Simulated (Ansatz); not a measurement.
`C[S][Al]([F])[Cl]` + H₂ → `C[S][AlH][Cl]` + H–F  (hydrogenolysis of the Al–F bond)

Computed with Ansatz on PBE0-D4/def2-TZVP structures; ΔE is electronic, products minus reactants. CCSD(T)/CBS adds triple-zeta CCSD(T) − MP2 to the extrapolated MP2 energy (def2 sets, frozen cores). This one scheme is used for every species. DFT in def2-TZVPP. HSE06 is defined as in plane-wave codes. Each species was taken in one conformer, which may not be the lowest.

Task: Is it downhill or uphill in electronic energy at CCSD(T)/CBS, and by how much? (Estimate.)

Result: Computed: Uphill: ΔE = +158.4 kJ/mol.

Task: What do these levels give: PBE-D4, CAM-B3LYP-D4, ωB97X-V, PBE, revPBE, r2SCAN, PBE0, HSE06, RPA@PBE/def2-TZVPP, HF/def2-SVP, MP2/def2-TZVPP, SCS-MP2/def2-QZVPP? (Estimate.)

Result: Ansatz gave: PBE-D4 152.5, CAM-B3LYP-D4 162.3, ωB97X-V 158.0, PBE 150.9, revPBE 150.0, r2SCAN 166.2, PBE0 148.6, HSE06 148.1, RPA@PBE/def2-TZVPP 153.9, HF/def2-SVP 149.6, MP2/def2-TZVPP 162.4, SCS-MP2/def2-QZVPP 162.9 kJ/mol.

Largest T1 diagnostic among the species: 0.011.

From r2SCAN to r2SCAN0 (25 % exact exchange), in def2-TZVPP and without D4, ΔE moves by −5.5 kJ/mol. Leaving LDA and LC-ωPBE aside and taking each functional with its dispersion term where it has one, the values, not all of them listed here, spread over 17.1 kJ/mol, from HSE06-D4 to r2SCAN-D4.
